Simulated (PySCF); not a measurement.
The dipole of `C#C[Si@@](C#C[SiH3])(CC)CCl` from its density and from atomic charges.

Coordinates (GFN2-xTB, Å) and charges (e) from the PBE0/pcSseg-1 density (PySCF):

```
atom       x       y       z  Mulliken      IAO  Hirshfeld  ESP-fitted
  C1   0.366   1.510   3.436   -0.2096  -0.1754    -0.0765     -0.2213
  C2   0.074   1.069   2.356   -0.1647  -0.3243    -0.1557     -0.3266
 Si3  -0.412   0.399   0.699   +1.1365  +1.0735    +0.4161     +0.7777
  C4   1.083   0.255  -0.391   -0.2499  -0.3151    -0.1422     -0.2718
  C5   2.051   0.117  -1.105   -0.3555  -0.3006    -0.1390     -0.1647
 Si6   3.527  -0.083  -2.205   +0.5233  +0.6334    +0.3468     +0.4320
  C7  -1.287  -1.284   0.881   -0.5734  -0.5293    -0.1510     -0.1806
  C8  -1.747  -1.867  -0.452   -0.2977  -0.4116    -0.1163     -0.1711
  C9  -1.559   1.693  -0.140   -0.5173  -0.5253    -0.1236     -0.6024
Cl10  -3.127   1.787   0.714   -0.1644  -0.1027    -0.0645     -0.1031
 H11   0.624   1.896   4.380   +0.0637  +0.2046    +0.1002     +0.2756
 H12   3.335  -1.300  -2.999   -0.0797  -0.1075    -0.0652     -0.0780
 H13   3.605   1.095  -3.072   -0.0788  -0.1069    -0.0646     -0.0787
 H14   4.716  -0.195  -1.358   -0.0763  -0.1053    -0.0633     -0.0719
 H15  -2.148  -1.179   1.542   +0.1596  +0.1602    +0.0395     +0.0642
 H16  -0.607  -1.987   1.365   +0.1511  +0.1549    +0.0441     +0.0684
 H17  -0.906  -1.985  -1.133   +0.1252  +0.1411    +0.0359     +0.0428
 H18  -2.206  -2.843  -0.305   +0.1232  +0.1466    +0.0445     +0.0709
 H19  -2.481  -1.217  -0.924   +0.1202  +0.1382    +0.0367     +0.0542
 H20  -1.780   1.443  -1.175   +0.1798  +0.1726    +0.0479     +0.2264
 H21  -1.131   2.692  -0.114   +0.1846  +0.1788    +0.0504     +0.2581
```

Task: Form Σ q r in debye for every column and set it beside the full dipole.

Result: The full density gives (1.65, -0.67, -0.71) D, 1.92 D in size; dipole vectors point from the negative to the positive end.

```
    scheme    μx     μy     μz  size (D)  share of the full size (%)  angle to the full dipole (°)
  Mulliken  1.68  -1.87  -2.88      3.82                         199                            34
       IAO  2.07  -0.84  -1.18      2.53                         132                             6
 Hirshfeld  0.97  -0.32  -0.55      1.16                          61                             7
ESP-fitted  1.65  -0.68  -0.79      1.95                         102                             2
```

Task: Which set comes closest?

Result: Length of the difference vector: ESP-fitted 0.08 D, IAO 0.65 D, Hirshfeld 0.78 D, Mulliken 2.48 D. Closest: ESP-fitted. ESP charges are fitted to the potential around the molecule, whose slowest-falling term is the dipole's. The schemes that divide the density aren't constrained to reproduce the dipole.

Task: What is left for the Hirshfeld atoms' own dipoles?

Result: The shares of the density sum to the whole, so what Σ q r misses lies in dipoles about the nuclei. The atomic dipoles sum to (1.65, -0.67, -0.71) − (0.97, -0.32, -0.55) = (0.68, -0.35, -0.16) D, 0.78 D in size.

Task: With the origin at the mean of the coordinates, (0.000, 0.001, 0.000) Å, which are the largest single terms, by size, of the Hirshfeld dipole along the direction of the full one?

Result: Si6 +6.47, Si3 -1.50, C5 -1.43, H14 -1.41, H12 -1.39 D; all 21 atoms together +1.15 D. The single terms depend on the origin, their sum doesn't.

Task: Give the size of the full dipole in other units.

Result: 1.92 D = 0.755 au = 0.399 e·Å = 6.40 × 10⁻³⁰ C·m.

Geometry: GFN2-xTB, one conformer, isolated molecule.

Conformer computed: `[CH:1]#[C:2][Si@@:3]([C:4]#[C:5][SiH3:6])([CH2:7][CH3:8])[CH2:9][Cl:10]`: C2–Si3–C7–C8 178°, C2–Si3–C9–Cl10 -69°.
